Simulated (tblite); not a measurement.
Compound: C5H13N3Si2.
Structure used (GFN2-xTB), in Å, numbered top down from 1:
```xyz
23
C5H13N3Si2 angstrom
C     -2.3742   -1.0177   -0.9718
Si    -1.4724    0.2863    0.0816
C     -1.5923   -0.0680    1.9419
C     -1.9430    2.0604   -0.4079
N      0.2586    0.1442   -0.3039
N      0.7727    0.6155   -1.4290
C      2.0492    0.3007   -1.3847
C      2.3031   -0.3890   -0.1797
Si     3.8823   -1.1153    0.5061
N      1.1450   -0.4622    0.4623
H     -2.1247   -2.0256   -0.6516
H     -3.4515   -0.9058   -0.9001
H     -2.1011   -0.9280   -2.0195
H     -2.6259   -0.1729    2.2555
H     -1.1471    0.7311    2.5265
H     -1.0680   -0.9847    2.1935
H     -3.0078    2.2358   -0.2944
H     -1.6793    2.2542   -1.4432
H     -1.4202    2.7894    0.2043
H      2.7267    0.5622   -2.1714
H      4.1565   -0.5438    1.8250
H      4.9574   -0.7691   -0.4296
H      3.7512   -2.5706    0.6004
```

Method: GFN2-xTB as coded in tblite; computed harmonic values from a numerical Hessian at the method's own geometry, unscaled. This tight-binding method is rough: wavenumbers can miss measured ones by several per cent, in bad cases by 10 to 20. Modes of hydrogen on silicon can be 10 to 20 % off. The optimisation stopped once no atom felt more than 0.01 eV/Å.

Lowest wavenumbers of the output (negative numbers stand for imaginary wavenumbers):
```
mode    cm-1
  1     -34.3
  2      -4.3
  3      64.2
  4      73.7
  5      76.9
  6      94.6
  7     116.2
  8     143.3
```

Problem. Is this structure a minimum?

Solution. Not by this Hessian. 1 mode is imaginary beyond 20i (34i cm⁻¹), and 1 more slightly so (4.3i). The curvature is small, so loose convergence or finite differences may be the whole cause.

Problem. Which atoms move in the imaginary modes?

Solution. 34i: H23 (Si–H hydrogen) 33 %, H21 (Si–H hydrogen) 33 %, H22 (Si–H hydrogen) 32 %; 4i: N6 (pyridine-type nitrogen) 21 %, C7 (aromatic CH next to a ring nitrogen) 14 %, Si9 (SiH3 silicon) 13 %, C1 (Si-methyl carbon) 12 %. These are shares of the mass-weighted motion.

Problem. What is the remedy?

Solution. Step along such a mode in both directions, optimise again with tighter thresholds and repeat the frequencies. The zero-point energy of this point (107.9 kcal/mol) counts the 61 real modes alone, and thermal corrections from it aren't those of a minimum.
